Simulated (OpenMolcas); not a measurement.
**Lines of Mo3+: computed and rescaled rates**

```
Program             : OpenMolcas 26.06
Method              : MS-RASPT2, IPEA 0.25 Eh, imaginary shift 0.1 Eh (closed shells correlated: 4s 4p)
Basis               : ANO-RCC-VTZP [7s6p4d2f1g]
Scalar Hamiltonian  : DKH2, point nucleus
Active space        : 3 electrons in 9 orbitals (RAS2 4d 5s; RAS3 5p, at most 2 electrons)
State averaging     : 2S+1 = 4 even, 20 roots; 2S+1 = 2 even, 65 roots kept (CI in the orbitals of an earlier block); 2S+1 = 4 odd, 30 roots; 2S+1 = 2 odd, 75 roots kept (CI in the orbitals of an earlier block)
Spin-orbit coupling : state interaction with AMFI integrals over the reference wave functions, term energies averaged over their components
```

Rates come from the transition moments of the reference wave functions (E1 in the length form). At fixed line strength A goes as λ^-3 for E1 and M1 and as λ^-5 for E2, so a rate at the computed wavelength can be rescaled to the measured one. Measured vacuum wavelengths follow from level energies in Sugar and Musgrove, J. Phys. Chem. Ref. Data 17, 155 (1988). Branching counts E1 and M1 decays inside the model space alone, at computed energies, and the table is only a selection of the E1 lines, drawn from those between levels with measured partners whose computed energy lies within a factor of 1.5 of the measured one.

```
            Upper          Lower  Type  λ computed (nm)  λ measured (nm)  A computed (s-1)  A rescaled (s-1)  Branching %
4d² 5p ²F°_7/2(1)  4d² 5s ²F_7/2    E1            248.3            225.2          2.29e+08          3.07e+08         14.0
   4d² 5p ⁴G°_5/2  4d² 5s ⁴F_5/2    E1            230.5            209.3          9.56e+07          1.28e+08         12.9
   4d² 5p ⁴G°_7/2  4d² 5s ⁴F_7/2    E1            227.3            205.6          1.16e+08          1.57e+08         15.2
   4d² 5p ⁴G°_5/2  4d² 5s ⁴F_3/2    E1              227            206.1          3.42e+08          4.57e+08         46.1
   4d² 5p ⁴G°_9/2  4d² 5s ⁴F_9/2    E1            224.6            202.4          9.24e+07          1.26e+08         11.7
   4d² 5p ⁴G°_7/2  4d² 5s ⁴F_5/2    E1            222.2            201.2          3.76e+08          5.06e+08         49.5
   4d² 5p ⁴G°_9/2  4d² 5s ⁴F_7/2    E1            218.5            197.1          4.47e+08          6.09e+08         56.8
   4d² 5p ⁴F°_3/2  4d² 5s ⁴F_3/2    E1            216.4            196.6          2.97e+08          3.96e+08         12.7
  4d² 5p ⁴G°_11/2  4d² 5s ⁴F_9/2    E1            215.2            192.9          5.82e+08          8.08e+08         73.7
   4d² 5p ⁴F°_9/2  4d² 5s ⁴F_9/2    E1            213.6            192.6          4.48e+08          6.11e+08         18.3
   4d² 5p ⁴F°_7/2  4d² 5s ⁴F_7/2    E1            213.4            192.6          3.51e+08          4.77e+08         14.2
4d² 5p ⁴D°_1/2(1)  4d² 5s ⁴F_3/2    E1            201.6            182.2          5.99e+08          8.11e+08         17.6
4d² 5p ²F°_7/2(1)  4d³ ²D_5/2(1)    E1            101.3            101.1          2.19e+08          2.20e+08         13.4
4d² 5p ²F°_7/2(1)     4d³ ²G_9/2    E1            96.71            96.66          2.50e+08          2.50e+08         15.3
4d² 5p ⁴D°_1/2(1)     4d³ ⁴P_1/2    E1            94.91            94.83          5.47e+08          5.48e+08         16.1
   4d² 5p ⁴G°_5/2     4d³ ⁴F_3/2    E1            90.55            91.39          1.89e+08          1.84e+08         25.4
   4d² 5p ⁴G°_7/2     4d³ ⁴F_5/2    E1            89.87            90.45          2.20e+08          2.16e+08         28.9
   4d² 5p ⁴G°_9/2     4d³ ⁴F_7/2    E1            89.23            89.54          2.33e+08          2.31e+08         29.6
   4d² 5p ⁴F°_3/2     4d³ ⁴F_3/2    E1            88.82            89.48          1.51e+09          1.48e+09         64.8
  4d² 5p ⁴G°_11/2     4d³ ⁴F_9/2    E1            88.58            88.48          2.04e+08          2.05e+08         25.9
   4d² 5p ⁴F°_5/2     4d³ ⁴F_5/2    E1            88.57            89.17          1.36e+09          1.33e+09         57.5
   4d² 5p ⁴F°_7/2     4d³ ⁴F_7/2    E1            88.37             88.6          1.54e+09          1.53e+09         62.2
   4d² 5p ⁴F°_9/2     4d³ ⁴F_9/2    E1            88.29            88.42          1.72e+09          1.71e+09         70.4
4d² 5p ²F°_7/2(1)     4d³ ⁴F_9/2    E1            88.21            88.58          3.33e+08                           20.3
4d² 5p ⁴D°_1/2(1)     4d³ ⁴F_3/2    E1            86.22            86.36          2.10e+09          2.09e+09         61.8
```

Spin-changing lines and M1 lines between different terms are not rescaled, since their strength hangs on the term gaps too.

The largest correction is for 4d² 5p ⁴G°_11/2 → 4d² 5s ⁴F_9/2 (E1): 5.82e+08 × (215.2 / 192.9)^3 = 8.08e+08 s-1, a factor of 1.39.

The computed order of these levels differs from the measured one in 2 places, and where term gaps are wrong the rates of spin-changing lines can be off by large factors.

No measured rate stands beside these. Rescaling mends the energy factor alone: line strengths can still be far off where a level mixes with configurations outside the active space, and weak or spin-changing lines hang on small mixing coefficients that depend on the term gaps too, so rescaling need not improve them.

CASPT2 does not keep the components of a term degenerate, so their means are used; among the terms shown or strongly mixed into the levels shown the widest spread is 1000 cm-1 (4d² 5s ²F). Blocks of more than 70 roots (2S+1 = 2 odd) ran without multistate coupling. Terms from blocks run as CI alone lack orbitals of their own. A single d shell beside an s shell can misplace configurations of different d count against each other. The CASPT2 spread within a term exceeds the gap to the next term for 4d³ ²H and 4d³ ²D(1), so the order of their levels is uncertain. Computed and measured levels are paired by configuration, term and J; levels that our copy of the source lacks, or whose pairing is in doubt (as where it misses far off the trend of its configuration), stay unpaired. Only configurations of the active space appear.

A number in round brackets counts repeated terms of one configuration in the order of the reference energies. ° marks odd parity.
